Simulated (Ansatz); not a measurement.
`OB(F)[SiH2][SiH3]` + `[OH][Ge][O][SiH3]` → `[SiH3][O][Ge][O][SiH3]` + `OB(F)[SiH3]`  (cleavage of the Si–Si bond)

Isolated molecules relaxed with PBE0-D4/def2-TZVP in Ansatz; ΔE leaves out vibrations. CCSD(T)/CBS adds triple-zeta CCSD(T) − MP2 to the extrapolated MP2 energy (def2 sets, frozen cores). Functionals use def2-TZVPP. B3LYP here is the variant with VWN-RPA as its local correlation; programs differ in this. For Ge outer-core shells are correlated without core-valence functions, which leaves a few kJ/mol of doubt a bond. Scalar relativity is left out up to krypton. Each species was taken in one conformer, which may not be the lowest.

`OB(F)[SiH2][SiH3]`:

Cartesian coordinates in Å:
```
O 0.410 -0.225 2.505
B -0.311 0.418 1.566
F -0.629 1.703 1.764
Si -0.855 -0.516 -0.150
Si 0.701 -0.007 -1.825
H 0.637 0.331 3.261
H -2.197 -0.042 -0.588
H -0.902 -1.991 0.039
H 2.054 -0.480 -1.426
H 0.760 1.465 -2.035
H 0.331 -0.656 -3.111
```

`[OH][Ge][O][SiH3]`:

Cartesian coordinates in Å:
```
O -0.314 0.905 2.716
Ge -1.162 1.028 1.162
O 0.015 0.048 0.217
Si 0.197 -0.470 -1.328
H 0.495 0.384 2.654
H 0.227 -1.955 -1.356
H -0.929 0.004 -2.182
H 1.472 0.055 -1.883
```

`[SiH3][O][Ge][O][SiH3]`:

```xyz
11

Si    1.499    1.044   -1.470
O     0.174    0.665   -0.579
Ge   -1.482    1.273   -0.258
O    -1.941    0.006    0.896
Si   -1.159   -1.312    1.511
H     1.264    2.286   -2.259
H     2.658    1.260   -0.567
H     1.802   -0.069   -2.406
H     0.064   -0.908    2.252
H    -2.093   -1.986    2.448
H    -0.785   -2.261    0.432
```

`OB(F)[SiH3]`:

```xyz
8

O     1.543    0.368    1.184
B     1.018    0.137   -0.037
F     1.886    0.129   -1.043
Si   -0.956   -0.188   -0.427
H     0.893    0.368    1.891
H    -1.152   -1.524   -1.051
H    -1.748   -0.138    0.836
H    -1.484    0.849   -1.353
```

```csv
level,ΔE (kJ/mol),difference from CCSD(T)/CBS
PBE,-60.7,28.2
r2SCAN,-79.9,9.0
B3LYP,-86.1,2.8
HF/def2-TZVPP,-113.1,-24.2
MP2/def2-TZVPP,-95.2,-6.3
SCS-MP2/def2-TZVPP,-100.4,-11.5
CCSD(T)/def2-TZVPP,-89.2,-0.3
MP2/def2-QZVPP,-95.9,-7.0
HF/CBS(def2),-115.9,-27.0
CCSD/CBS(def2),-91.8,-2.9
CCSD(T)/CBS,-88.9,0
```

Largest T1 diagnostic among the species: 0.015.

The D4 term adds −3.7 kJ/mol with B3LYP and −2.0 kJ/mol with PBE0; it sums over pairs of atoms, weighted by their polarisabilities, and B3LYP, whose exchange is more repulsive, gets the larger term. From PBE to PBE0 (25 % exact exchange), in def2-TZVPP and without D4, ΔE moves by −8.0 kJ/mol.
